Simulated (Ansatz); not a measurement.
Start from `N[SiH]([SiH3])[SiH3]` and change one atom or group to get `N[SiH]([SiH3])S`.

Ansatz, PBE0-D4/def2-TZVP geometries, multiplicity 1. Each molecule was computed in one conformer, which needn't be the lowest.

```csv
property,`N[SiH]([SiH3])[SiH3]`
LUMO energy (ωB97M-V/def2-TZVPP) / eV,1.16
HOMO–LUMO gap (PBE0/def2-TZVPP) / eV,6.85
HOMO energy (ωB97M-V/def2-TZVPP) / eV,-9.65
size of the dipole moment (B3LYP/def2-TZVPP) / D,1.56
size of the dipole moment (PBE/def2-TZVPP) / D,1.57
HOMO energy (PBE/def2-TZVPP) / eV,-6.04
```

Task: What does the change do to each property? (Best estimate.)

Result: Ansatz gave: 
```tsv
property	`N[SiH]([SiH3])S`	shift
LUMO energy (ωB97M-V/def2-TZVPP) / eV	1.40	0.24
HOMO–LUMO gap (PBE0/def2-TZVPP) / eV	6.75	-0.10
HOMO energy (ωB97M-V/def2-TZVPP) / eV	-9.13	0.52
size of the dipole moment (B3LYP/def2-TZVPP) / D	1.04	-0.52
size of the dipole moment (PBE/def2-TZVPP) / D	1.07	-0.50
HOMO energy (PBE/def2-TZVPP) / eV	-5.85	0.19
```

With PBE0 the HOMO rises by 0.35 eV and the LUMO rises by 0.25 eV, so the gap narrows by about 0.10 eV. PBE moves the HOMO by 0.19 eV and ωB97M-V by 0.52 eV. The zero-point energy changes by -39.4 kJ/mol with -6 modes. Dipoles are sizes alone; their direction can turn.

B3LYP here is the variant with VWN-RPA as its local correlation; programs differ in this.
